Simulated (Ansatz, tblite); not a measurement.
Removing and adding an electron: B₄P₄H₁₆, a cluster cut from zinc blende BP (hydrogen-capped). Total charge 0; singlet. Geometry: r2SCAN-D4/def2-SVP. Ansatz, gas phase; energy differences of separate SCF runs; the oxidised species was run as a doublet alone; the reduced species was run as a doublet alone.

Cartesian coordinates in Å:
```
B 1.2793 1.5981 -0.8639
B 0.4001 -1.1109 1.8827
B 0.1728 -1.6047 -1.5278
B -1.8522 1.1168 0.5089
P 1.1901 -0.0044 -1.9641
P 0.4717 -2.2282 0.2912
P -0.4697 2.2289 -0.2899
P -1.1923 0.0045 1.9628
H 1.8198 2.4802 -1.5047
H 1.8882 1.2945 0.1442
H 0.4207 -1.8304 2.8639
H 1.3514 -0.3555 1.8210
H 0.4910 -2.4902 -2.2994
H -1.0027 -1.3015 -1.6030
H -2.2365 0.3597 -0.3620
H -2.7314 1.8392 0.9402
H 2.5424 -0.3455 -2.2244
H 0.7926 0.3341 -3.2833
H 1.7164 -2.9039 0.3740
H -0.3924 -3.3432 0.4423
H -0.2011 3.3439 0.5452
H -1.1151 2.9058 -1.3567
H -1.0340 0.7849 3.1369
H -2.3090 -0.7721 2.3658
```

The xTB rows come from tblite. HOMO above LUMO, or a gap near zero within one spin, warns that the state may not be the lowest or that an electron is smeared out.

Estimate orbital energies and vertical ionisation energies and electron affinities at: GFN1-xTB; GFN2-xTB; HF/def2-TZVP; PBE-D4/def2-TZVP; PBE0-D4/def2-TZVP.


| level | −HOMO (eV) | vertical IE (eV) | −LUMO (eV) | vertical EA (eV) | HOMO–LUMO gap (eV) | IE − EA (eV) | remarks |
| --- | --- | --- | --- | --- | --- | --- | --- |
| GFN1-xTB | 11.11 | 13.26 | 5.22 | 2.94 | 5.90 | 10.31 | – |
| GFN2-xTB | 10.29 | 12.28 | 5.21 | 3.42 | 5.08 | 8.86 | – |
| HF/def2-TZVP | 10.72 | 9.51 | -2.88 | -2.62 | 13.60 | 12.13 | HOMO above zero (-1 doublet) |
| PBE-D4/def2-TZVP | 6.73 | 8.90 | 0.98 | -0.79 | 5.74 | 9.69 | HOMO above zero (-1 doublet), gap within one spin near zero (-1 doublet) |
| PBE0-D4/def2-TZVP | 7.89 | 9.40 | 0.12 | -1.10 | 7.77 | 10.50 | HOMO above zero (-1 doublet) |

   A HOMO above zero means that the electron is unbound at that level or that self-interaction error raises the level; the energy of removing that electron tells which. Raw xTB energy differences between charge states are shifted by several eV; the methods need an empirical correction for them. Sets without diffuse functions give affinities that are too small. A negative affinity means that the extra electron isn't bound; its size then hangs on the basis.
